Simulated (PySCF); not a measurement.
Spectroscopy problems

- coordinates at the GFN2-xTB level
- shieldings: GIAO PBE0/pcSseg-1
- code: PySCF
- single conformer, non-relativistic, gas phase, fast rotation and ring inversion assumed for equivalent nuclei

Referencing at the same level of theory: 1H (31.72 ppm) and 13C (186.93 ppm) against TMS. Where no couplings were computed, multiplicities follow the n + 1 count of equivalent neighbours, and m marks all less simple cases (inequivalent or close neighbours, rings, F or P nearby). Shifts are as computed. Against solution values, carbons near 30 ppm lie about +3 ppm off and those near 130 ppm about +5 ppm. Of 1211 compounds with measured shifts, 218 miss one by over three times the rms of a fit or turn the order of signals round; such compounds aren't used in these exercises.

Question: C₇H₈OSi. 1H NMR (400 MHz, computed): δ 9.88 (s, 1H), 7.19 (m, 1H), 4.92 (m, 1H), 4.57 (m, 1H), 2.54 (m, 1H), 1.43 (d, 3H). 13C{1H} NMR (computed): δ 181.9 (CH), 163.2 (CH), 157.2 (C), 98.4 (C), 94.8 (C), 36.0 (CH), 18.9 (CH3). What is it?

Answer: `C1(C#CC=O)=C[SiH2][C@H]1C`. The formula gives 5 degrees of unsaturation (1 ring in the answer). 7 carbon signals for 7 carbons: no two carbons are equivalent. Carbon types of the structure: 3 × C, 3 × CH, 1 × CH3, leaving 2 H on heteroatoms. δC 163.2: alkene CH; as expected for a trigonal carbon in a double bond. δC 157.2: fully substituted alkene carbon; as expected for a trigonal carbon in a double bond. δC 98.4, 94.8: alkyne carbon; the triple bond shields along its axis, which puts it between sp3 and sp2 carbons. δH 9.88: hydrogen on an aldehyde carbonyl carbon; the formyl region, downfield of aromatic protons.

This is the structure that produced the data.

Question: C₄H₁₄Si₃. 1H NMR (300 MHz, computed): δ 3.92 (s, 9H), 0.80 (m, 1H), 0.57 (m, 2H), 0.51 (m, 2H). 13C{1H} NMR (computed): δ 16.0, 5.6, -3.6. Identify the compound.

Answer: `[SiH3]C([SiH3])([SiH3])C1CC1`. Rings plus π bonds: 1 (1 ring in the answer). 3 carbon signals for 4 carbons: some carbons are equivalent by symmetry or fast rotation. Carbon types of the structure: 1 × C, 1 × CH, 2 × CH2, leaving 9 H on heteroatoms. δC 16.0, 5.6: three-membered-ring carbon; carbons of three-membered rings are unusually shielded. δC -3.6: fully substituted sp3 carbon bonded to 3 Si; an electropositive neighbour leaves it electron-rich and shielded. δH 3.92: hydrogen on a silicon bonded to C. δH 0.80, 0.57, 0.51: hydrogen on a three-membered-ring carbon; cyclopropane-type protons are shielded by the ring.

The data come from this structure; uniqueness wasn't tested.
